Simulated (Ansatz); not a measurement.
The cluster Na₅⁺. Charge 1, multiplicity 1. Geometry r2SCAN/def2-SVP.

```xyz
5

Na   -1.9081    2.1464   -2.2759
Na   -0.0042   -0.0277   -0.0078
Na   -3.4639   -0.5972   -1.1302
Na    3.1402   -1.8702    0.5323
Na    2.2359    0.3487    2.8816
```

The restricted singlet is unstable towards broken spin symmetry in Hartree–Fock (as tested in another run); at HF/STO-3G this wasn't settled. At HF/STO-3G the highest occupied level of the charge 1 singlet lies above zero (up to 1.88 eV). In Hartree–Fock with STO-3G the lack of diffuse functions raises the level. The structure comes from a short search, and lower isomers may exist.

Question: Estimate the orbital energies around the gap (eV) in Ansatz with HF/STO-3G, PBE/def2-TZVP, r2SCAN/def2-TZVP, r2SCANh/def2-TZVP, PBE0/def2-SVP.

Answer: 
| orbital | HF/STO-3G | PBE/def2-TZVP | r2SCAN/def2-TZVP | r2SCANh/def2-TZVP | PBE0/def2-SVP |
| --- | --- | --- | --- | --- | --- |
| HOMO−13 | -39.28 | -31.64 | -32.64 | -33.88 | -34.94 |
| HOMO−12 | -39.27 | -31.64 | -32.64 | -33.87 | -34.94 |
| HOMO−11 | -39.27 | -31.63 | -32.64 | -33.87 | -34.93 |
| HOMO−10 | -39.27 | -31.63 | -32.63 | -33.87 | -34.93 |
| HOMO−9 | -39.26 | -31.63 | -32.63 | -33.87 | -34.93 |
| HOMO−8 | -39.26 | -31.62 | -32.62 | -33.86 | -34.92 |
| HOMO−7 | -39.26 | -31.62 | -32.62 | -33.86 | -34.92 |
| HOMO−6 | -39.25 | -31.60 | -32.60 | -33.84 | -34.90 |
| HOMO−5 | -39.25 | -31.60 | -32.60 | -33.84 | -34.90 |
| HOMO−4 | -39.25 | -31.24 | -32.19 | -33.44 | -34.62 |
| HOMO−3 | -39.24 | -31.24 | -32.19 | -33.44 | -34.62 |
| HOMO−2 | -39.23 | -31.18 | -32.12 | -33.37 | -34.56 |
| HOMO−1 | 0.77 | -6.77 | -6.67 | -6.89 | -7.24 |
| HOMO | 1.88 | -6.22 | -6.09 | -6.27 | -6.58 |
| LUMO | 7.44 | -4.84 | -4.54 | -4.39 | -4.25 |
| LUMO+1 | 8.21 | -4.77 | -4.48 | -4.33 | -4.19 |
| LUMO+2 | 8.22 | -4.77 | -4.45 | -4.30 | -4.16 |
| LUMO+3 | 14.55 | -3.88 | -3.62 | -3.47 | -3.26 |
| LUMO+4 | 15.77 | -3.80 | -3.53 | -3.38 | -3.18 |
| LUMO+5 | 16.05 | -3.67 | -3.41 | -3.23 | -3.05 |
